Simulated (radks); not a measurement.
The technetium ion Tc+, configuration [Kr] 4d5 5d1 (not the ground configuration).

All-electron calculation, Dirac Kohn-Sham, PBEsol, spin-unpolarised, spherical densities, finite nucleus; open shells fill j = l - 1/2 first; Fermi nuclear charge, rms radius 4.4112 fm. Program: a radial shooting solver on a logarithmic mesh with Libxc functionals.

Energy parts (hartree):
part                        energy
total                  -4283.33269
kinetic                 4448.87941
electron-nucleus      -10336.23219
Hartree                 1729.91479
exchange-correlation    -125.89470

Orbitals (lengths in bohr, moments of r in powers of bohr):
orbital  occ.  eigenvalue (hartree)     <r^2>
1s1/2       2             -766.4438  0.001588
2s1/2       2             -109.6810   0.02634
2p1/2       2             -101.1913   0.01984
2p3/2       4             -96.84961   0.02120
3s1/2       2             -19.43320    0.1978
3p1/2       2             -16.17045    0.1951
3p3/2       4             -15.44423    0.2051
3d3/2       4              -9.66613    0.1894
3d5/2       6              -9.52649    0.1926
4s1/2       2              -3.10416     1.269
4p1/2       2              -2.15088     1.520
4p3/2       4              -2.04228     1.600
4d3/2       4              -0.65207     3.142
4d5/2       1              -0.64083     3.206
5d3/2       1              -0.14606     43.17
5d5/2       0              -0.14541     43.52

The highest occupied level is 5d3/2 at -3.974 eV. The density falls to 0.001 e/bohr^3 at r = 4.00 bohr. Summed over all electrons, <r^2> = 74.62 bohr^2, which gives a Langevin (diamagnetic) susceptibility term of -59.1 x 10^-6 cm^3/mol.
